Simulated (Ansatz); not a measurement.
Basis-set series for C6H3In, SMILES `C#[C][In]([C]#C)[C]#C`. Charge 0, multiplicity 1. In takes the def2 core potential. Geometry: relaxed with PBE0-D4/def2-TZVP.

| functional | basis | functions | energy (Eh) | HOMO (eV) | LUMO (eV) |
| --- | --- | --- | --- | --- | --- |
| PBE0-D4 | def2-TZVPP | 278 | -420.16212 | -8.20 | -2.18 |
| PBE0-D4 | def2-QZVPP | 514 | -420.17619 | -8.21 | -2.19 |
| ωB97M-V | def2-TZVPP | 278 | -420.32570 | -10.48 | -0.50 |
| ωB97M-V | def2-QZVPP | 514 | -420.33810 | -10.50 | -0.52 |

**Question.** Give the rows for def2-SVP. (Estimate.)

**Answer.** Ansatz gave: 
```tsv
functional	basis	functions	energy (Eh)	HOMO (eV)	LUMO (eV)
PBE0-D4	def2-SVP	125	-419.89252	-8.13	-2.11
ωB97M-V	def2-SVP	125	-420.04612	-10.40	-0.39
```
